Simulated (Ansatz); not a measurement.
ClH₃OSiSn, SMILES `[SiH3][O][Sn][Cl]`, relaxed with RKS PBE-D4/def2-SVP in Ansatz 0.2.0 from a rough embedded geometry. The force threshold is 0.03 eV/Å; the program also tests the step.

Total charge 0; spin multiplicity 1. Sn: def2 effective core potential.

Start:

```xyz
7

Si   -0.533    0.428   -0.637
O     0.678    1.084    0.334
Sn    1.842   -0.462    0.731
Cl    0.928   -1.828    2.304
H    -1.319   -0.615    0.134
H    -1.551    1.523   -0.973
H    -0.045   -0.129   -1.893
```

Q: How much energy does the relaxation release, and in how many steps? (Estimate.)

A: Computed: 82.77 kJ/mol, in 24 steps, 2 of them rejected.

Q: Which bonds change most? (An estimate is asked.)

A: Computed: Sn3–Cl4 from 2.275 to 2.428 Å; Si1–H7 from 1.459 to 1.507 Å; O2–Sn3 from 1.976 to 2.017 Å; Si1–H6 from 1.532 to 1.505 Å.

Q: Give the relaxed structure. (Estimate.)

A: Computed: 
```xyz
7

Si   -0.646    0.407   -0.574
O     0.727    0.937    0.249
Sn    2.065    0.038    1.462
Cl    1.073   -2.176    1.375
H    -1.681   -0.144    0.371
H    -1.233    1.592   -1.293
H    -0.303   -0.653   -1.590
```
